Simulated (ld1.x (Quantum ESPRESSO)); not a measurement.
**Scattering properties, TM potential for nickel**

Ni, norm-conserving Troullier–Martins (Kleinman–Bylander form), made with ld1.x (Quantum ESPRESSO) 7.5 (PBEsol, scalar-relativistic). Core [Ne] 3s2, reference 3p6 3d8 4s1.75 4p0.25. Waves: 3p (bound): rc 1.05 bohr; 3d (bound): rc 0.80 bohr; 4s (bound): rc 2.20 bohr. Local part: the s channel. Core correction: a·sin(br)/r model core, default radius (core density twice the valence density).

Occupied shells without a wave of their own: 4p. They enter only through the test configuration that unscreens the potential, and ld1.x also counts them in the model core charge.

The phase is arctan(r·u′/u) with u = r·R(r), unwrapped; energies in Ry, scanned from -7 to 5 Ry. A pole is an energy at which the radial function vanishes at the test radius. The pseudo phase is shifted by a multiple of π to meet the all-electron one at the reference energy, and phase errors are pseudo minus all-electron; the curves can meet again beyond the range given. Levels narrower than the energy grid can be missing from the lists of poles.

```json
{"channel": "s", "radius (bohr)": "2.40", "reference energy (Ry)": "-0.44", "poles, all-electron": "1.78", "poles, pseudo": "1.66", "unbroken range about the reference energy with phases within 0.05 rad": "below 3.0", "phase error 1 Ry above the reference energy (rad)": "-0.006"}
{"channel": "p", "radius (bohr)": "2.40", "reference energy (Ry)": "-5.28", "poles, all-electron": "-5.26, 2.92", "poles, pseudo": "-5.26, 4.64", "unbroken range about the reference energy with phases within 0.05 rad": "below -1.1", "phase error 1 Ry above the reference energy (rad)": "+0.002"}
{"channel": "d", "radius (bohr)": "2.40", "reference energy (Ry)": "-0.69", "poles, all-electron": "-0.56, 4.90", "poles, pseudo": "-0.56", "unbroken range about the reference energy with phases within 0.05 rad": "below 0.6", "phase error 1 Ry above the reference energy (rad)": "+0.032"}
```

The potential misses its own reference levels by up to 0.5 eV. ld1.x takes every shell without a wave as core, so the model core holds the 4p electrons as well and exchange and correlation see them twice. This cancels in the reference configuration, but the file is broken for other ones, and its errors say nothing about a proper core correction.

Phases in the d channel:

| E (Ry) | all-electron | pseudo |
| --- | --- | --- |
| -7.00 | 1.416 | 1.416 |
| -6.74 | 1.413 | 1.413 |
| -6.48 | 1.410 | 1.410 |
| -6.22 | 1.407 | 1.407 |
| -5.96 | 1.403 | 1.403 |
| -5.70 | 1.399 | 1.400 |
| -5.44 | 1.395 | 1.396 |
| -5.18 | 1.391 | 1.392 |
| -4.92 | 1.387 | 1.387 |
| -4.66 | 1.382 | 1.383 |
| -4.40 | 1.377 | 1.377 |
| -4.14 | 1.371 | 1.372 |
| -3.88 | 1.365 | 1.365 |
| -3.62 | 1.357 | 1.359 |
| -3.36 | 1.349 | 1.351 |
| -3.10 | 1.341 | 1.342 |
| -2.84 | 1.330 | 1.332 |
| -2.58 | 1.319 | 1.321 |
| -2.32 | 1.304 | 1.307 |
| -2.06 | 1.287 | 1.290 |
| -1.80 | 1.264 | 1.268 |
| -1.54 | 1.230 | 1.236 |
| -1.28 | 1.174 | 1.182 |
| -1.02 | 1.031 | 1.044 |
| -0.76 | -0.372 | -0.361 |
| -0.50 | -1.645 | -1.638 |
| -0.24 | -1.792 | -1.779 |
| 0.02 | -1.867 | -1.846 |
| 0.28 | -1.929 | -1.899 |
| 0.54 | -1.998 | -1.952 |
| 0.80 | -2.083 | -2.013 |
| 1.06 | -2.203 | -2.090 |
| 1.32 | -2.385 | -2.192 |
| 1.58 | -2.679 | -2.337 |
| 1.84 | -3.126 | -2.554 |
| 2.10 | -3.622 | -2.874 |
| 2.36 | -3.988 | -3.284 |
| 2.62 | -4.214 | -3.678 |
| 2.88 | -4.356 | -3.968 |
| 3.14 | -4.450 | -4.162 |
| 3.40 | -4.518 | -4.291 |
| 3.66 | -4.569 | -4.382 |
| 3.92 | -4.609 | -4.449 |
| 4.18 | -4.642 | -4.500 |
| 4.44 | -4.670 | -4.539 |
| 4.70 | -4.695 | -4.572 |
| 4.96 | -4.717 | -4.599 |
